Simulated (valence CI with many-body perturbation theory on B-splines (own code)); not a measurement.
**Which ion has this spectrum?**

A relativistic CI+MBPT calculation for an atom or ion with 15 electrons gives these levels (eV):

```csv
J,Parity,E,g
3/2,odd,0.000,1.74
3/2,odd,9.708,1.14
5/2,odd,13.295,1.20
1/2,odd,19.012,0.66
3/2,odd,26.896,1.24
5/2,even,63.750,1.57
3/2,even,70.101,1.64
1/2,even,71.629,2.58
3/2,even,79.307,0.96
5/2,even,82.412,1.23
3/2,even,88.566,0.92
3/2,even,90.334,0.85
1/2,even,90.366,1.20
5/2,even,92.139,1.12
```

The energies are calculated, with errors of perhaps 400 cm⁻¹, more in some levels.

Which is it?
A. Br20+
B. Rb22+
C. As18+
D. Kr21+

D. Kr21+, ground level 3s2.3p3 4S°_3/2.
